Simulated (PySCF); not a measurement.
Basis-set dependence of population analyses: `C[Se]CO[SiH3]`

Species: C2H8OSeSi.
Atom-mapped SMILES: `[CH3:1][Se:2][CH2:3][O:4][SiH3:5]` (hydrogens: H6, H7, H8 on C1; H9, H10 on C3; H11, H12, H13 on Si5)

PBE0 throughout (PySCF), one geometry, spherical d and f functions. One conformer (not necessarily the lowest) at the PBE0-D3(BJ)/def2-SVP geometry, without solvent, vibrations or thermal averaging. The calculation is non-relativistic, for selenium too. Atoms taken as equivalent share a column and are averaged. The first 7 of 8 kinds of atom are listed.

Mulliken charges (e):

```
    basis  functions      C1     Se2      C3      O4     Si5  H6/H7/H8  H9/H10
   STO-3G         50  -0.312  +0.037  -0.118  -0.356  +0.654    +0.092  +0.086
    6-31G         83  -0.774  +0.306  -0.316  -0.712  +0.796    +0.213  +0.206
   6-31G*        108  -0.644  +0.031  -0.173  -0.573  +0.571    +0.212  +0.195
  cc-pVDZ        127  -0.237  -0.026  +0.018  -0.414  +0.418    +0.087  +0.076
 def2-SVP        132  -0.203  -0.095  +0.089  -0.489  +0.539    +0.089  +0.075
def2-TZVP        226  -0.440  -0.022  -0.109  -0.345  +0.283    +0.152  +0.130
```

IAO charges (e):

```json
{"basis": "STO-3G", "functions": "50", "C1": "-0.538", "Se2": "+0.213", "C3": "-0.271", "O4": "-0.444", "Si5": "+0.748", "H6/H7/H8": "+0.138", "H9/H10": "+0.127"}
{"basis": "6-31G", "functions": "83", "C1": "-0.562", "Se2": "+0.123", "C3": "-0.202", "O4": "-0.573", "Si5": "+0.658", "H6/H7/H8": "+0.168", "H9/H10": "+0.161"}
{"basis": "6-31G*", "functions": "108", "C1": "-0.528", "Se2": "+0.111", "C3": "-0.154", "O4": "-0.612", "Si5": "+0.801", "H6/H7/H8": "+0.159", "H9/H10": "+0.148"}
{"basis": "cc-pVDZ", "functions": "127", "C1": "-0.532", "Se2": "+0.123", "C3": "-0.155", "O4": "-0.608", "Si5": "+0.790", "H6/H7/H8": "+0.157", "H9/H10": "+0.147"}
{"basis": "def2-SVP", "functions": "132", "C1": "-0.522", "Se2": "+0.126", "C3": "-0.152", "O4": "-0.607", "Si5": "+0.809", "H6/H7/H8": "+0.154", "H9/H10": "+0.144"}
{"basis": "def2-TZVP", "functions": "226", "C1": "-0.548", "Se2": "+0.131", "C3": "-0.160", "O4": "-0.633", "Si5": "+0.838", "H6/H7/H8": "+0.162", "H9/H10": "+0.151"}
```

Hirshfeld charges (e):

```tsv
basis	functions	C1	Se2	C3	O4	Si5	H6/H7/H8	H9/H10
STO-3G	50	-0.031	-0.102	+0.068	-0.229	+0.439	+0.022	+0.016
6-31G	83	-0.117	-0.004	+0.003	-0.263	+0.356	+0.047	+0.047
6-31G*	108	-0.111	-0.021	+0.009	-0.231	+0.339	+0.048	+0.047
cc-pVDZ	127	-0.129	+0.027	-0.010	-0.210	+0.346	+0.044	+0.041
def2-SVP	132	-0.132	+0.030	-0.010	-0.216	+0.354	+0.045	+0.041
def2-TZVP	226	-0.141	+0.041	-0.021	-0.228	+0.353	+0.047	+0.044
```

ESP-fitted charges (e):

```tsv
basis	functions	C1	Se2	C3	O4	Si5	H6/H7/H8	H9/H10
STO-3G	50	-0.196	-0.169	-0.162	-0.237	+0.420	+0.097	+0.133
6-31G	83	-0.306	-0.159	-0.247	-0.419	+0.554	+0.144	+0.207
6-31G*	108	-0.395	-0.119	-0.368	-0.233	+0.382	+0.166	+0.221
cc-pVDZ	127	-0.348	-0.101	-0.343	-0.206	+0.318	+0.147	+0.205
def2-SVP	132	-0.330	-0.104	-0.324	-0.240	+0.393	+0.142	+0.202
def2-TZVP	226	-0.358	-0.101	-0.393	-0.189	+0.330	+0.152	+0.219
```

Some averages cover members that differ in this geometry, most widely: H6/H7/H8, ESP-fitted in 6-31G* +0.148 to +0.181; H6/H7/H8, ESP-fitted in def2-SVP +0.126 to +0.158; H6/H7/H8, ESP-fitted in cc-pVDZ +0.130 to +0.162; H6/H7/H8, ESP-fitted in def2-TZVP +0.136 to +0.167 e.

Task: Which scheme is steadiest as the basis changes?

Result: Largest range over the bases for any column: Hirshfeld 0.14 e, IAO 0.19 e, ESP-fitted 0.24 e, Mulliken 0.57 e. Hirshfeld charges move least and Mulliken charges most, counted in e. Without the minimal STO-3G basis the ranges are Hirshfeld 0.06, IAO 0.18, ESP-fitted 0.24, Mulliken 0.57 e.

Task: How much do the charges still move between the two largest bases, def2-SVP and def2-TZVP?

Result: At most, over all atoms: Mulliken 0.256 e, IAO 0.029 e, Hirshfeld 0.012 e, ESP-fitted 0.069 e.

Task: What do the same runs give for the total energy, the frontier levels and the dipole moment?

Result: 
| basis | energy (Eh) | HOMO (eV) | LUMO (eV) | μ (D) |
| --- | --- | --- | --- | --- |
| STO-3G | -2814.7916 | -3.75 | 5.06 | 0.82 |
| 6-31G | -2846.2361 | -6.41 | 0.50 | 0.47 |
| 6-31G* | -2846.3963 | -6.32 | 0.49 | 0.70 |
| cc-pVDZ | -2846.6900 | -6.34 | 0.53 | 0.63 |
| def2-SVP | -2846.2187 | -6.38 | 0.50 | 0.64 |
| def2-TZVP | -2846.7963 | -6.46 | 0.17 | 0.72 |

The dipole is fixed by the density alone, so its range of 0.35 D shows that the density itself changes with the basis, not only its division among atoms.
